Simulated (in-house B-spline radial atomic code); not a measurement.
RPA and G0W0 for Cl VII (Cl6+), [Ne] 3s1, highest spin, as one setting changes: the highest l of the empty states. Start: PBE0. A dash marks a level of low quasi-particle weight. Computed with an all-electron radial atomic-structure program (B-spline basis): all electrons, non-relativistic, point nucleus, each spin shell either full or empty, empty states to the listed l with an (l + 1/2)⁻⁴ tail; G0W0 by contour deformation at full frequency.

| highest l of the empty states | RPA summed (Eh) | RPA extrapolated (Eh) | G0W0 level (eV) |
| --- | --- | --- | --- |
| 3 | -0.58962 | -0.65238 | 3s up -115.06 |
| 4 | -0.6244 | -0.6617 | 3s up -115.05 |
| 5 | ? | ? | ? |
| 6 | ? | ? | ? |
| 7 | -0.64796 | -0.65493 | 3s up -115.04 |
| 8 | -0.64992 | -0.65459 | 3s up -115.04 |
| 9 | -0.65113 | -0.65438 | 3s up -115.04 |
| 10 | -0.6519 | -0.65424 | 3s up -115.04 |
| 11 | -0.65242 | -0.65416 | 3s up -115.04 |

(1) What belongs in the row for 5?

(2) What belongs in the row for 6?

## Answers

(1) RPA summed (Eh): -0.6381; RPA extrapolated (Eh): -0.65717; G0W0 level (eV): 3s up -115.04.

(2) RPA summed (Eh): -0.64454; RPA extrapolated (Eh): -0.65561; G0W0 level (eV): 3s up -115.04.
